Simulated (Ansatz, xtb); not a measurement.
Relative energy of two structures of CaClOSi

We compare X, a doublet given by its coordinates, with Y, a doublet given by its coordinates. Both are isolated molecules in the gas phase, relaxed with r2SCAN-D4/def2-SVP.

X (Å):

```xyz
4

Ca    0.0029   -0.3677    0.8315
Cl   -0.8826   -2.5030   -0.0072
O     1.6167    0.9059    1.4647
Si    0.9518    2.3178    1.8656
```

Close contacts (Å): Ca1–Cl2 2.46, Ca1–O3 2.15, Ca1–Si4 3.03, O3–Si4 1.61.

Y (Å):

```xyz
4

Ca   -0.6296    1.1848   -0.7489
Cl    0.6718    0.9287    1.6378
O    -0.0247   -0.8896   -0.6225
Si    0.7640   -1.2737    0.7087
```

Close contacts (Å): Ca1–Cl2 2.73, Ca1–O3 2.16, Ca1–Si4 3.18, Cl2–Si4 2.39, O3–Si4 1.59.

Task: Which of the two would you expect CCSD(T)/def2-SVP + ΔMP2/def2-TZVPP electronic energies to favour?

Result: Not settled: CCSD(T)/def2-SVP + ΔMP2/def2-TZVPP gives E(Y) − E(X) = −1.23 kcal/mol, but this leans on the basis-set step: CCSD(T) alone gives −0.78 kcal/mol.

Level by level:

| level | geometry | E(Y) − E(X) (kcal/mol) | departure from the last row (kcal/mol) | job, with rough time for the two |
| --- | --- | --- | --- | --- |
| r2SCAN-D4/def2-SVP | r2SCAN-D4/def2-SVP | +5.72 | +6.95 | optimisation, 11 min |
| HF/def2-SVP | r2SCAN-D4/def2-SVP | +2.03 | +3.26 | part of the CCSD(T) run |
| MP2/def2-SVP | r2SCAN-D4/def2-SVP | −1.98 | −0.75 | part of the CCSD(T) run |
| CCSD(T)/def2-SVP | r2SCAN-D4/def2-SVP | −0.78 | +0.45 | single point |
| CCSD(T)/def2-SVP + ΔMP2/def2-TZVPP | r2SCAN-D4/def2-SVP | −1.23 |  | single point, 2.6 min |

r2SCAN-D4/def2-SVP, HF/def2-SVP put the two in the other order. The largest departure from CCSD(T)/def2-SVP + ΔMP2/def2-TZVPP is that of r2SCAN-D4/def2-SVP, 6.95 kcal/mol. Levels run at GFN2-xTB geometries aren't shown. The last row adds to CCSD(T) the change of the MP2 difference between the two basis sets, here −0.45 kcal/mol.

With harmonic frequencies from r2SCAN-D4/def2-SVP (ideal gas, rigid rotor, one conformer each, 1000 K, 1 atm): on the last row, ΔE + ΔZPE = −0.75 kcal/mol. A mode under 50 cm⁻¹ makes harmonic enthalpies and free energies unreliable, so none is given.

Open shells are spin-unrestricted. The correlated steps freeze 16 core orbitals; the last core shell of Ca is correlated, in a basis made for valence electrons. Codes used: Ansatz 0.2.0; the last row on 1 thread of AMD EPYC (Zen 3) on a shared host.
